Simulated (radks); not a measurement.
Values are calculated unless marked as measured or tabulated.
Orbital eigenvalues (eV) of neutral cobalt, [Ar] 3d7 4s2, at several levels of relativity; Dirac values are averaged over j with weights 2j + 1. Spin-unpolarised spherical Kohn-Sham, PBE, point nucleus unless stated (finite: rms radius 3.7875 fm), a radial shooting solver on a logarithmic mesh with Libxc functionals. A level marked "c x" has the speed of light scaled by that factor and shares open shells by 2j + 1; other Dirac levels either fill j = l - 1/2 first or share by 2j + 1.

shell       non-rel.  scalar-rel., finite nucleus  Dirac, 2j+1 shares, finite nucleus  Dirac, c x 3  change of magnitude, last against first (%)
1s           -7515.9                      -7593.0                             -7591.3       -7524.2                                        +0.11
2s           -882.94                      -899.00                             -898.72       -884.66                                        +0.19
2p           -766.56                      -769.94                             -769.73       -766.90                                        +0.05
3s           -99.893                      -102.40                             -102.38       -100.16                                        +0.27
3p           -65.102                      -65.637                             -65.629       -65.159                                        +0.09
3d           -8.5099                      -8.2042                             -8.2045       -8.4758                                        -0.40
4s           -5.3652                      -5.4701                             -5.4696       -5.3764                                        +0.21
4p (empty)   -1.3070                      -1.2766                             -1.2770       -1.3036                                        -0.26
